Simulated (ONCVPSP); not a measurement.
An all-electron radial function and its pseudo partner (nitrogen (N))

Columns: radius, all-electron u(r) and pseudo u(r) of the 2s shell (level -67.85 eV) of nitrogen in the configuration [He] 2s2; PBEsol, scalar-relativistic, ONCV scheme, ONCVPSP 4.0.1.

```csv
r (bohr),all-electron,pseudo
0.047,-0.3243,0.0324
0.095,-0.4516,0.0680
0.142,-0.4496,0.1075
0.190,-0.3686,0.1542
0.237,-0.2453,0.2069
0.285,-0.0972,0.2680
0.332,0.0550,0.3345
0.380,0.2076,0.4082
0.427,0.3483,0.4846
0.475,0.4790,0.5649
0.522,0.5928,0.6433
0.570,0.6937,0.7203
0.617,0.7773,0.7898
0.665,0.8476,0.8524
0.712,0.9021,0.9035
0.760,0.9443,0.9445
0.807,0.9734,0.9734
0.855,0.9922,0.9921
0.902,1.0006,1.0006
0.950,1.0006,1.0005
0.997,0.9931,0.9931
1.045,0.9790,0.9790
1.092,0.9598,0.9598
1.140,0.9358,0.9358
1.187,0.9087,0.9086
1.235,0.8782,0.8781
```

Q: How many radial nodes do the two functions have?

A: The all-electron 2s function has n − l − 1 = 1; the pseudo-wave has 0, since the states of the same l below it are removed with the core.

Q: At about which radius was the pseudo-wave matched?

A: 0.85 bohr. The columns agree to 0.0005 from 0.76 bohr on; several derivatives are matched, so the curves merge somewhat inside the radius.

Q: Is the pseudo-wave norm-conserving?

A: Yes: the ONCV scheme keeps the norm inside the radius equal to the all-electron one, which fixes the energy derivative of the logarithmic derivative at the level.
